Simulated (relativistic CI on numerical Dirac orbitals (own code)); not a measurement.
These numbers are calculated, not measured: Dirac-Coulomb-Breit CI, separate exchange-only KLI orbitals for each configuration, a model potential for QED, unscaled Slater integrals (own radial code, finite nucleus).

The strongest absorption lines from the ground level of an ion, among the configurations computed and to levels below about 241 eV (vacuum wavelength in Å, gf): 52.936 (0.14), 55.749 (1.7), 56.461 (0.13), 64.245 (0.12), 64.812 (2.2), 65.916 (0.12), 97.651 (0.13), 98.341 (0.48).

Task: Which ion is it?
A. Rb¹¹⁺
B. Rb⁹⁺
C. Y¹¹⁺
D. Nb¹³⁺

Result: B. Rb⁹⁺ has 28 electrons and the ground level 3p⁶3d¹⁰ ¹S0; the strongest line goes to 3p⁶3d⁹4f ¹P°1. The pattern of lines fixes the number of electrons, and along that sequence the line energies rise steadily with the charge (about as its square where n changes within one kind of shell, about linearly where n is kept but much faster in heavy ions where fine structure, which grows about as Z⁴, sets the gap, and irregularly where shells cross), which fixes Z. Configurations outside the model, such as inner-shell arrays, can give stronger lines. At this charge energies of transitions that change n are usually good to better than 1 %, and those within a shell (Δn = 0) to a few per cent.

LS names give the leading component of a level, which can be under half, so a name can repeat, a term be missing and a line seem to break the LS rules.
